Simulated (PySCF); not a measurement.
Start geometry of `C#C/C(Cl)=C(/CCF)OC(F)F` from GFN2-xTB (Å):
```
atom  x, y, z in Å
C1    -2.4785    2.5929   -1.0314
C2    -1.4927    2.1110   -0.6304
C3    -0.2855    1.5859   -0.1834
Cl4    1.1213    2.6771   -0.2566
C5    -0.1162    0.3416    0.3107
C6     1.1938   -0.1944    0.8063
C7     2.1557   -0.5794   -0.3311
F8     1.6538   -1.6276   -1.0569
O9    -1.2743   -0.3949    0.4654
C10   -1.2313   -1.7516    0.3322
F11   -1.0113   -2.3480    1.5345
F12   -2.4383   -2.1592   -0.0552
H13   -3.4294    3.0368   -1.3918
H14    1.0104   -1.0669    1.4506
H15    1.6943    0.5567    1.4037
H16    2.2778    0.2617   -1.0283
H17    3.1152   -0.8936    0.0588
H18   -0.4924   -2.1360   -0.3829
```

**Question.** What comes out of this run: PySCF, PBE0-D3(BJ)/def2-SVP geometry optimisation, gas phase?

**Answer.** 
```
atom  x, y, z in Å
C1    -2.6298    2.4905   -1.0916
C2    -1.5755    2.0662   -0.6670
C3    -0.3304    1.5900   -0.1950
Cl4    1.0002    2.7148   -0.2663
C5    -0.1298    0.3525    0.3184
C6     1.1987   -0.1472    0.8047
C7     2.1526   -0.5661   -0.2985
F8     1.6292   -1.6159   -1.0241
O9    -1.2386   -0.4244    0.4437
C10   -1.1511   -1.7887    0.3250
F11   -0.8624   -2.3332    1.5252
F12   -2.3544   -2.2186   -0.0327
H13   -3.5686    2.8613   -1.4602
H14    1.0443   -0.9785    1.5069
H15    1.6870    0.6654    1.3659
H16    2.3384    0.2710   -0.9893
H17    3.1111   -0.8933    0.1358
H18   -0.3890   -2.1049   -0.4032
```

The energy falls by 0.242 eV over 12 energy and gradient evaluations, the largest force component goes from 0.1137 to 4.4e-04 Eh/bohr, and the atoms move by 0.061 Å rms after alignment. The bond that changes most is C1≡C2 (terminal alkyne carbon to alkyne carbon), which lengthens by 0.045 Å. Bonds longer at the end by more than 0.005 Å: 7 of 17; shorter: 5. Among the angles that change most is O9–C10–H18, from 115.7° to 112.8°. Rotational constants go from 957.1, 592.0, 416.7 to 963.0, 598.4, 420.6 MHz. The orientation of the end geometry is arbitrary; only internal coordinates are fixed.

The run used 202 basis functions and 87 SCF cycles in all. Hardware: an AMD EPYC 7B13 with 2 threads (shared host). Cost: 3.1 min wall, 7.6 min CPU, 1.0 GiB resident at most.

PBE0-D3(BJ)/def2-SVP frequencies: not computed here. The numbers are those of one conformer.
